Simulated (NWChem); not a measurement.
System: CH5BrSn; SMILES [CH3][SnH2][Br]

Computed with NWChem. STO-3G and 3-21G are far too small for this property and stand as cheap habits. Structure relaxed at the PBE0/def2-SVP level. def2 effective core potentials on Sn; no spin-orbit coupling. Field at 589 nm.

Problem. Order these by “isotropic polarisability (bohr³)”, lowest first: B3LYP/def2-SVPD (core potentials); B3LYP/STO-3G (all-electron, non-relativistic); B3LYP/def2-SVP (core potentials).

Solution. B3LYP/STO-3G (all-electron, non-relativistic) (28.0), B3LYP/def2-SVP (core potentials) (64.3), B3LYP/def2-SVPD (core potentials) (81.3)
